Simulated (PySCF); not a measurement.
# How methods differ on the excitation energy of Ta

Ta [Xe] 4f14 5d3 6s2 (4F) → Ta [Xe] 4f14 5d3 6s1 6p1 (high-spin determinant), as a difference of total energies. Computed with PySCF 2.14 in aug-cc-pVDZ-PP with ECP60MDF, with scalar relativity through the core potential. Correlated levels: valence: 5s2 5p6 frozen. The calculations carry no spin-orbit coupling.

| method | excitation energy (eV) |
| --- | --- |
| UHF | 1.143 |
| LDA | 2.807 |
| PBE | 2.517 |
| PBE0 | 2.321 |
| r2SCAN | 2.080 |
| r2SCANh | 2.084 |
| wB97X | 3.267 |
| PBEsol | 2.494 |
| BLYP | 2.972 |
| MP2 (valence) | 2.090 |
| SCS-MP2 (valence) | 2.409 |

Question: How much does correlation contribute at MP2 (valence)?

Answer: 2.090 − (1.143) = 0.947 eV, measured against UHF.

The determinant of the upper state mixes LS terms, which raises its energy above the lowest term, most at the Hartree-Fock and MP2 levels.
